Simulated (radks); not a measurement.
Ionisation ladder of cerium, from Ce XLV to Ce LVIII. Each ion is in the ground configuration listed by NIST, and IE = E(next ion) - E(this ion), with E = 0 for the bare nucleus. Calculated with a radial shooting solver on a logarithmic mesh with Libxc functionals: non-relativistic Kohn-Sham, LDA (Slater exchange, Perdew-Wang correlation), spin-unpolarised, spherical densities, point nucleus; relativity is left out, which matters for an element this heavy.

| species | configuration | IE, Delta-SCF (eV) | -e(HOMO) (eV) | HOMO | <r> HOMO (bohr) | IE, NIST (eV) | kind | error (eV) |
|---|---|---|---|---|---|---|---|---|
| Ce XLV | [Ne] 3s2 3p2 | 3432.1 | 3386.1 | 3p | 0.249 | 3570 | theory | -137.9 |
| Ce XLVI | [Ne] 3s2 3p1 | 3524.1 | 3478.1 | 3p | 0.248 | 3672 | theory | -147.9 |
| Ce XLVII | [Ne] 3s2 | 3709.8 | 3667.1 | 3s | 0.260 | 3865 | theory | -155.2 |
| Ce XLVIII | [Ne] 3s1 | 3792.1 | 3752.1 | 3s | 0.259 | 3963 | theory | -170.9 |
| Ce XLIX | [Ne] | 8978.3 | 8853.5 | 2p | 0.0932 | 9020 | theory | -41.7 |
| Ce L | [He] 2s2 2p5 | 9229.2 | 9103.4 | 2p | 0.0925 | 9269 | theory | -39.8 |
| Ce LI | [He] 2s2 2p4 | 9481.8 | 9355.2 | 2p | 0.0918 | 9545 | theory | -63.2 |
| Ce LII | [He] 2s2 2p3 | 9735.8 | 9608.7 | 2p | 0.0912 | 9803 | theory | -67.2 |
| Ce LIII | [He] 2s2 2p2 | 9990.6 | 9863.2 | 2p | 0.0905 | 10542 | theory | -551.4 |
| Ce LIV | [He] 2s2 2p1 | 10244.9 | 10118.0 | 2p | 0.0899 | 10840 | theory | -595.1 |
| Ce LV | [He] 2s2 | 10600.9 | 10496.9 | 2s | 0.106 | 11210 | theory | -609.1 |
| Ce LVI | [He] 2s1 | 10797.6 | 10703.4 | 2s | 0.106 | 11459.9 | theory | -662.3 |
| Ce LVII | [He] | 44808 | 44373 | 1s | 0.0261 | 46840.3 | theory | -2031.8 |
| Ce LVIII | 1s1 | 45616 | 45236 | 1s | 0.0259 | 47965.9 | theory | -2349.6 |

Reference values: NIST Atomic Spectra Database (exp. = measured, semi-emp. = semi-empirical, theory = theoretical value adopted there). The ionisation energy per charge of the ion left behind rises most, in proportion, at Ce LVII ([He]), from 192.81 to 786.11 eV. Relativity is left out here, which matters for elements this heavy. Spin polarisation and multiplet splitting are left out, so open shells lie too high by an amount that depends on their filling.

Beside tabulated values, note that spin-unpolarised runs miss the spin-polarisation part of the exchange energy of open shells.
